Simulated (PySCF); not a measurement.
C₃H₅BF₂, SMILES C=C(F)B(C)F. Atoms are numbered in the order given.

```xyz
11

C      1.9131     0.4473     0.1129
C      0.6940     0.2195    -0.3846
F      0.4789     0.3644    -1.7042
B     -0.5550    -0.2179     0.4577
C     -1.9687    -0.4381    -0.1574
F     -0.3559    -0.3650     1.7675
H      2.7484     0.7492    -0.5245
H      2.0790     0.3286     1.1847
H     -2.6010    -1.0996     0.4516
H     -2.4700     0.5469    -0.2021
H     -1.9182    -0.8023    -1.1935
```
Charge 0, spin multiplicity 1.

Geometry: PBE0-D3(BJ)/def2-SVP. The structure was generated by enumeration, and PubChem lists no compound with its InChIKey, so it may never have been made. Other conformers were not sampled.

Two levels are set side by side: PBE/pcSseg-1 (PySCF) and KT2/pcSseg-1 (PySCF). GIAO shifts against BF3 (¹¹B), CFCl3 (¹⁹F), TMS (¹H), TMS (¹³C) at the same level; non-relativistic, no solvent, atoms listed together averaged. Differences are taken from unrounded values.

```csv
quantity,PBE
δ(¹³C) of C1 (ppm),115.5
δ(¹³C) of C2 (ppm),180.0
δ(¹⁹F) of F3 (ppm),-121.8
δ(¹¹B) of B4 (ppm),37.8
δ(¹³C) of C5 (ppm),4.8
δ(¹⁹F) of F6 (ppm),-52.3
```

Question: These are the PBE values. What does KT2 give? (An estimate is asked for; the answer gives what the named calculation found.)

Answer: 
```
quantity               KT2  PBE minus KT2
------------------  ------  -------------
δ(¹³C) of C1 (ppm)   108.3            7.3
δ(¹³C) of C2 (ppm)   170.7            9.3
δ(¹⁹F) of F3 (ppm)  -137.7           15.9
δ(¹¹B) of B4 (ppm)    35.1            2.8
δ(¹³C) of C5 (ppm)     4.0            0.8
δ(¹⁹F) of F6 (ppm)   -71.0           18.8
```

Rough cost on one machine, each run with all the roots and properties that it gave: KT2 against PBE within a factor of 2.
